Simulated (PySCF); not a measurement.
Al(H)2(NMe2) (C₂H₈AlN), SMILES C[N]([AlH2])C.

Coordinates come from a PBE0-D3(BJ)/def2-SVP optimisation. The structure was generated by enumeration; whether it is a known compound was not checked.

Method: PBE0-D3(BJ)/def2-SVP (PySCF).

Frequencies are harmonic and unscaled.

Computed vibrational spectrum:
```json
[
 {"mode": "1", "ν (cm⁻¹)": "211", "IR (km/mol)": "2.8", "Raman (Å⁴/amu)": "0.0", "depolarisation": "–", "moving atoms (share of kinetic energy)": "H 72 %, N 23 %"},
 {"mode": "2", "ν (cm⁻¹)": "225", "IR (km/mol)": "0.4", "Raman (Å⁴/amu)": "0.0", "depolarisation": "–", "moving atoms (share of kinetic energy)": "H 37 %, C 36 %, N 16 %, Al 11 %"},
 {"mode": "3", "ν (cm⁻¹)": "240", "IR (km/mol)": "0.0", "Raman (Å⁴/amu)": "0.9", "depolarisation": "0.75", "moving atoms (share of kinetic energy)": "H 94 %"},
 {"mode": "4", "ν (cm⁻¹)": "276", "IR (km/mol)": "0.0", "Raman (Å⁴/amu)": "6.8", "depolarisation": "0.75", "moving atoms (share of kinetic energy)": "H 99 %"},
 {"mode": "5", "ν (cm⁻¹)": "310", "IR (km/mol)": "6.3", "Raman (Å⁴/amu)": "0.1", "depolarisation": "0.75", "moving atoms (share of kinetic energy)": "H 53 %, N 41 %"},
 {"mode": "6", "ν (cm⁻¹)": "360", "IR (km/mol)": "0.3", "Raman (Å⁴/amu)": "4.3", "depolarisation": "0.40", "moving atoms (share of kinetic energy)": "C 40 %, H 37 %, Al 20 %"},
 {"mode": "7", "ν (cm⁻¹)": "544", "IR (km/mol)": "80.4", "Raman (Å⁴/amu)": "8.0", "depolarisation": "0.75", "moving atoms (share of kinetic energy)": "H 78 %, Al 14 %"},
 {"mode": "8", "ν (cm⁻¹)": "585", "IR (km/mol)": "194.6", "Raman (Å⁴/amu)": "0.7", "depolarisation": "0.75", "moving atoms (share of kinetic energy)": "H 86 %, Al 12 %"},
 {"mode": "9", "ν (cm⁻¹)": "647", "IR (km/mol)": "0.0", "Raman (Å⁴/amu)": "19.1", "depolarisation": "0.17", "moving atoms (share of kinetic energy)": "C 35 %, H 28 %, Al 26 %, N 12 %"},
 {"mode": "10", "ν (cm⁻¹)": "771", "IR (km/mol)": "245.2", "Raman (Å⁴/amu)": "10.4", "depolarisation": "0.14", "moving atoms (share of kinetic energy)": "H 86 %, Al 12 %"},
 {"mode": "11", "ν (cm⁻¹)": "1038", "IR (km/mol)": "87.3", "Raman (Å⁴/amu)": "17.6", "depolarisation": "0.51", "moving atoms (share of kinetic energy)": "H 40 %, C 37 %, N 20 %"},
 {"mode": "12", "ν (cm⁻¹)": "1088", "IR (km/mol)": "2.2", "Raman (Å⁴/amu)": "3.0", "depolarisation": "0.75", "moving atoms (share of kinetic energy)": "H 74 %, C 24 %"},
 {"mode": "13", "ν (cm⁻¹)": "1110", "IR (km/mol)": "0.0", "Raman (Å⁴/amu)": "1.6", "depolarisation": "0.75", "moving atoms (share of kinetic energy)": "H 80 %, C 20 %"},
 {"mode": "14", "ν (cm⁻¹)": "1167", "IR (km/mol)": "1.0", "Raman (Å⁴/amu)": "0.1", "depolarisation": "0.75", "moving atoms (share of kinetic energy)": "H 68 %, C 20 %, N 12 %"},
 {"mode": "15", "ν (cm⁻¹)": "1254", "IR (km/mol)": "86.9", "Raman (Å⁴/amu)": "1.8", "depolarisation": "0.75", "moving atoms (share of kinetic energy)": "N 59 %, C 30 %, H 10 %"},
 {"mode": "16", "ν (cm⁻¹)": "1313", "IR (km/mol)": "31.9", "Raman (Å⁴/amu)": "35.2", "depolarisation": "0.24", "moving atoms (share of kinetic energy)": "N 41 %, H 36 %, C 22 %"},
 {"mode": "17", "ν (cm⁻¹)": "1428", "IR (km/mol)": "1.7", "Raman (Å⁴/amu)": "21.0", "depolarisation": "0.75", "moving atoms (share of kinetic energy)": "H 85 %, C 14 %"},
 {"mode": "18", "ν (cm⁻¹)": "1450", "IR (km/mol)": "0.0", "Raman (Å⁴/amu)": "33.9", "depolarisation": "0.75", "moving atoms (share of kinetic energy)": "H 97 %"},
 {"mode": "19", "ν (cm⁻¹)": "1455", "IR (km/mol)": "19.1", "Raman (Å⁴/amu)": "7.5", "depolarisation": "0.75", "moving atoms (share of kinetic energy)": "H 82 %, C 18 %"},
 {"mode": "20", "ν (cm⁻¹)": "1458", "IR (km/mol)": "14.6", "Raman (Å⁴/amu)": "0.5", "depolarisation": "0.75", "moving atoms (share of kinetic energy)": "H 97 %"},
 {"mode": "21", "ν (cm⁻¹)": "1478", "IR (km/mol)": "20.1", "Raman (Å⁴/amu)": "4.9", "depolarisation": "0.75", "moving atoms (share of kinetic energy)": "H 96 %"},
 {"mode": "22", "ν (cm⁻¹)": "1501", "IR (km/mol)": "2.8", "Raman (Å⁴/amu)": "32.2", "depolarisation": "0.72", "moving atoms (share of kinetic energy)": "H 94 %"},
 {"mode": "23", "ν (cm⁻¹)": "1939", "IR (km/mol)": "91.7", "Raman (Å⁴/amu)": "189.3", "depolarisation": "0.10", "moving atoms (share of kinetic energy)": "H 98 %"},
 {"mode": "24", "ν (cm⁻¹)": "1947", "IR (km/mol)": "241.2", "Raman (Å⁴/amu)": "37.0", "depolarisation": "0.75", "moving atoms (share of kinetic energy)": "H 95 %"},
 {"mode": "25", "ν (cm⁻¹)": "2983", "IR (km/mol)": "55.9", "Raman (Å⁴/amu)": "33.3", "depolarisation": "0.75", "moving atoms (share of kinetic energy)": "H 97 %"},
 {"mode": "26", "ν (cm⁻¹)": "2989", "IR (km/mol)": "136.8", "Raman (Å⁴/amu)": "315.4", "depolarisation": "0.01", "moving atoms (share of kinetic energy)": "H 97 %"},
 {"mode": "27", "ν (cm⁻¹)": "3041", "IR (km/mol)": "90.2", "Raman (Å⁴/amu)": "268.7", "depolarisation": "0.75", "moving atoms (share of kinetic energy)": "H 91 %, C 9 %"},
 {"mode": "28", "ν (cm⁻¹)": "3050", "IR (km/mol)": "0.0", "Raman (Å⁴/amu)": "25.7", "depolarisation": "0.75", "moving atoms (share of kinetic energy)": "H 90 %, C 10 %"},
 {"mode": "29", "ν (cm⁻¹)": "3132", "IR (km/mol)": "13.2", "Raman (Å⁴/amu)": "38.6", "depolarisation": "0.75", "moving atoms (share of kinetic energy)": "H 91 %, C 9 %"},
 {"mode": "30", "ν (cm⁻¹)": "3132", "IR (km/mol)": "17.7", "Raman (Å⁴/amu)": "69.5", "depolarisation": "0.69", "moving atoms (share of kinetic energy)": "H 91 %, C 9 %"}
]
```
